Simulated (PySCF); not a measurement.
Work out the structure from these simulated measurements.

Formula: C6H9N3.

- Rotational structure: rotational constants A, B, C: 4.850, 0.922, 0.817 GHz [PBE0-D3(BJ)/def2-SVP]
- 13C NMR: chemical shifts (computed TMS as zero) by class: 154.0 (1 C), 139.9 (1 C), 118.5 (1 C), 103.2 (1 C), 22.6 (1 C), 16.7 (1 C) ppm [GIAO PBE0/pcSseg-1]
- Triplet: lowest triplet excitation (Tamm–Dancoff): 3.74 eV [TDA CAM-B3LYP/def2-SVPD]
- NMR, other nuclei: isotropic shieldings of nuclei other than C and H, by class: -147 (1 N), -132 (1 N), -17 (1 N) ppm [GIAO PBE0/pcSseg-1]
- UV, first state: lowest singlet excitation: 5.28 eV (235 nm, f = 0.005) [TDDFT CAM-B3LYP/def2-SVPD]
- 1H NMR: chemical shifts (computed TMS as zero) by class: 7.56 (1 H), 7.47 (1 H), 5.43 (1 H), 5.08 (1 H), 2.60 (2 H), 1.42 (3 H) ppm [GIAO PBE0/pcSseg-1]
- Valence photoelectron: vertical ionisation energy: 9.13 eV [ΔSCF CAM-B3LYP/def2-SVPD]

Gas-phase values; electronic properties from PySCF, density fitting. Levels stand in brackets. NMR shifts are as computed; neighbouring signals can stand in another order in a measured spectrum. Isolated species at its PBE0-D3(BJ)/def2-SVP geometry (one conformer only). NMR classes are plain means over equivalent atoms (diastereotopic ones count apart unless rotation or inversion swaps them), as if these changed places fast.

**Question.** Propose a structure and show how it fits.

**Answer.** Numbering: `[CH2:1]=[CH:2][n:3]1[cH:4][c:5]([CH2:6][CH3:7])[n:8][n:9]1`. Its formula, C6H9N3, gives 4 degrees of unsaturation: 1 ring and 3 π bonds in the structure found (Kekulé form). 6 carbons fall into 6 classes; from least to most shielded: substituted aromatic carbon [C5] (154.0 ppm), vinylic carbon bearing nitrogen [C2] (139.9 ppm), aromatic CH next to a ring nitrogen [C4] (118.5 ppm), terminal =CH2 carbon [C1] (103.2 ppm), benzylic-type carbon [C6] (22.6 ppm), methyl carbon [C7] (16.7 ppm). Hydrogen classes from least to most shielded: 1 H on an aromatic CH next to a ring nitrogen, C4 (7.56 ppm), 1 H on a vinylic carbon bearing nitrogen, C2 (7.47 ppm), 1 H on a terminal =CH2 carbon, C1 (5.43 ppm), 1 H on a terminal =CH2 carbon, C1 (5.08 ppm), 2 H on a benzylic-type carbon, C6 (2.60 ppm, a mean of values up to 0.5 ppm apart in this geometry), 3 H on a methyl carbon, C7 (1.42 ppm, a mean of values up to 1.0 ppm apart in this geometry). The other shieldings belong to: -147 ppm, pyridine-type nitrogen [N9]; -132 ppm, pyridine-type nitrogen [N8]; -17 ppm, pyrrole-type nitrogen [N3]. The first electron is taken from the HOMO, whose largest Löwdin shares are 0.18 on the substituted aromatic carbon, 0.17 on the terminal =CH2 carbon, 0.14 on the pyrrole-type nitrogen and 0.11 on the vinylic carbon bearing nitrogen. The optimised geometry has point group C1 and is an asymmetric top. Structure: `C=CN1C=C(CC)N=N1`. Computed isomers that give other values at the same levels: `C=CCn1cc(C)nn1` (lowest singlet excitation: 5.80 eV (214 nm, f = 0.006)); `C=Cc1nn(C)nc1C` (rotational constant A: 2.393 GHz; this holds for the one conformer computed); `CCc1cc(C)nnn1` (lowest singlet excitation: 3.67 eV (338 nm, f = 0.005)). The assignments are read from this structure; whether some other isomer fits the data as well wasn't checked.

Shape of the structure used: `[CH2:1]=[CH:2][n:3]1[cH:4][c:5]([CH2:6][CH3:7])[n:8][n:9]1`: C1–C2–N3–C4 0°, C4–C5–C6–C7 119°.
